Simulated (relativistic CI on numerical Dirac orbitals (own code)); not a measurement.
**Tb+: calculation against measurement**

Calculated at this level of theory: Dirac-Coulomb-Breit CI, separate exchange-only KLI orbitals for each configuration, model QED (radiative potential, 1s self-energy scaled to tabulated hydrogen-like ionisation energies), valence Slater integrals scaled by 0.85, P86 correlation energy added to each configuration (own radial code, finite nucleus).

Configuration list (outside the closed core [Xe]): 4f⁹6s, 4f⁹6p, 4f⁸6s², 4f⁹7s, 4f⁹8s. The list is cut by size and lacks configurations that can hold low levels.

| Configuration | Term (tabulated) | J | Measured (cm⁻¹) | Computed | Error | Purity (%) |
| --- | --- | --- | --- | --- | --- | --- |
| 4f⁹6s | (15/2,1/2)° | 8 | 0.0 | 0 | 0 | 94 |
| 4f⁹6p | (15/2,1/2) | 8 | 25975.2 | 23081 | -2894 | 61 |
| 4f⁹6p | (15/2,3/2) † | 8 | 28014.9 | 25290 | -2725 | 59 |
| 4f⁹6p | (15/2,3/2) † | 9 | 28488.8 | 25427 | -3062 | 94 |
| 4f⁹6p | (13/2,3/2) | 8 | 31078.5 | 28339 | -2740 | 77 |

Measured levels from NIST Handbook of Basic Atomic Spectroscopic Data (Sansonetti and Martin, J. Phys. Chem. Ref. Data 34, 1559 (2005)); pairs were made by configuration, J and term (by order where the table uses no LS term), so strongly mixed levels may be paired wrongly.

Mean error by configuration (cm⁻¹): 4f⁹6p -2817. Over the excited levels the mean absolute error is 2817 cm⁻¹ (4 of the 21 excited levels that our extract of the source holds in range could be paired, and the others can miss by more), and the median relative error of those above 1,000 cm⁻¹ is 10 %. Some levels of the ground configuration have no partner. † marks terms whose computed intervals miss the measured ones by more than a factor of 2.5, or configurations far off the rest, from wrong mixing, a near crossing or a doubtful label or measurement; they are left out of the means.
